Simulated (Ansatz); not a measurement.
Consider the redistribution: `[SiH3][O][In]([Cl])[Cl]` + `C[N](C)[GeH3]` → `C[N](C)[In]([Cl])[Cl]` + `[SiH3][O][GeH3]`.

Isolated molecules relaxed with PBE0-D4/def2-TZVP in Ansatz; ΔE leaves out vibrations. CCSD(T)/CBS is the MP2 limit (def2-TZVPP, def2-QZVPP) plus CCSD(T) − MP2 in def2-TZVPP, frozen cores. Functionals use def2-TZVPP. B3LYP here is the variant with VWN-RPA as its local correlation; programs differ in this. Elements past krypton have def2 core potentials. For Ge, In outer-core shells are correlated without core-valence functions, which leaves a few kJ/mol of doubt a bond. Scalar relativity is left out up to krypton. Each species was taken in one conformer, which may not be the lowest.

```csv
level,ΔE (kcal/mol),difference from CCSD(T)/CBS
revPBE-D4,-2.7,0.5
PBE0-D4,-3.3,-0.1
B3LYP-D4,-3.8,-0.6
revPBE,-3.0,0.2
BHLYP,-3.6,-0.4
CCSD(T)/def2-SVP,-2.8,0.4
MP2/def2-TZVPP,-4.1,-0.9
SCS-MP2/def2-QZVPP,-3.8,-0.6
HF/CBS(def2),-3.3,-0.1
CCSD/CBS(def2),-3.2,0.0
CCSD(T)/CBS,-3.2,0
```

Largest T1 diagnostic among the species: 0.014.

Leaving LDA and LC-ωPBE aside and taking each functional with its dispersion term where it has one, the values, not all of them listed here, spread over 1.2 kcal/mol, from CAM-B3LYP-D4 to revPBE-D4. LDA lies −1.0 kcal/mol from PBE without D4.
